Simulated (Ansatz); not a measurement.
The input (input.yaml):

```yaml
crystal:
  periodic: [false, false, false]
  atoms:
    - { symbol: W, position_ang: [-0.046484, 0.045173, -0.024998] }
    - { symbol: Cl, position_ang: [0.290049, -0.964849, 2.31869] }
    - { symbol: O, position_ang: [1.804774, 0.198022, 0.208687] }
    - { symbol: H, position_ang: [2.249099, -0.168891, 0.990545] }
    - { symbol: O, position_ang: [-0.110947, 1.776766, -0.756047] }
    - { symbol: H, position_ang: [-0.245864, 2.122524, -1.646515] }
    - { symbol: O, position_ang: [-1.727774, 0.301474, 0.758133] }
    - { symbol: H, position_ang: [-1.935751, -0.050065, 1.639364] }
    - { symbol: O, position_ang: [-0.168095, -1.826616, -0.440044] }
    - { symbol: H, position_ang: [-0.05452, -2.326758, 0.390592] }
    - { symbol: H, position_ang: [-0.307186, -0.184981, -1.682107] }
basis:
  gaussian: { orbitals: def2-SVP }
hamiltonian:
  xc: b3lyp
  dispersion: d4
md:
  timestep: 1.0
  n_steps: 150
  ensemble: nvt_langevin
  temperature: 100.0
  initial_velocities: maxwell_boltzmann
  seed: 206476
  friction: 0.05
```

Launched with:

```bash
$ ansatz run input.yaml --threads 4 --pin off --max-ram 5120MiB --backend cpu --events-out ev --progress --plain --runs-dir out
```

Hardware: 4 threads of Intel(R) Xeon(R) 6975P-C (Granite Rapids) (shared host).

**Question.** Roughly how long does this run take, and how much memory?

**Answer.** 4.4 min, with a peak of 0.36 GiB, for 151 ionic steps.
